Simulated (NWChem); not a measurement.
System: Ge3H7, doublet; SMILES [GeH]([GeH3])[GeH3]

```xyz
10

Ge     0.4053     0.0001     2.0589
Ge    -0.8779     0.0327     0.0000
Ge     0.4053     0.0001    -2.0589
H      1.1666    -1.3314     2.2360
H      1.4284     1.1507     2.0372
H     -0.5361     0.1903     3.2628
H     -1.9648    -1.0728     0.0000
H      1.1666    -1.3314    -2.2360
H     -0.5361     0.1903    -3.2628
H      1.4284     1.1507    -2.0372
```
Atoms are numbered in this order, from 1.

Computed with NWChem. Pople sets run with spherical d functions. Spin-unrestricted. All runs use the structure optimised with PBE0/def2-SVP, spin-unrestricted. No frequency run checked for a minimum. No stability test was run on the SCF state.

**Question.** Predict the results for PW6B95/6-31G*. Quantities: highest occupied level (eV); lowest empty minus highest occupied level, either spin (eV); dipole (D); <S²>.

**Answer.** 
```json
{
  "highest occupied level (eV)": "-5.87",
  "lowest empty minus highest occupied level, either spin (eV)": "2.95",
  "dipole (D)": "0.14",
  "<S²>": "0.752"
}
```
